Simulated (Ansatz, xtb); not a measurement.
**Worked example: CH2BrI + LiF → CH2FI + LiBr**

Species: CH2BrI (bromoiodomethane) `BrCI`, singlet; LiF, singlet; CH2FI (fluoroiodomethane) `FCI`, singlet; LiBr, singlet. The partners trade Br for F: C–Br and Li–F bonds give way to C–F and Li–Br.

Shapes, held fixed at every level: PBE0-D4/def2-TZVP. Programs: Ansatz 0.2.0, xtb 6.7.1. The zero-point and thermal change to 298 K, harmonic and unscaled (PBE0-D4/def2-TZVP), is +3.0 kJ/mol.

At CCSD(T)/def2-TZVPP; 1 Eh = 2625.50 kJ/mol:

| species | energy (Eh) |
| --- | --- |
| CH2BrI | -2909.076229 |
| LiF | -107.300812 |
| CH2FI | -436.101620 |
| LiBr | -2580.285217 |

Problem. Work out ΔH(298 K) of the reaction at this level.

Solution. 
1. Products less reactants: (-436.101620) + (-2580.285217) − [(-2909.076229) + (-107.300812)] = -0.009796 Eh = -25.7 kJ/mol.
2. With the thermal change: -25.7 + (+3.0) = -22.7 kJ/mol.

Other levels give -77.9 (HF/def2-SVP) to -28.9 kJ/mol (wB97M-V/def2-TZVPP). No measured value is set beside it here. For atoms past krypton def2 sets carry core potentials with scalar relativity. Relativity is left out for Br unless named. Correlated rows may include outer-core shells of Br, I, Li, which these sets cover unevenly.
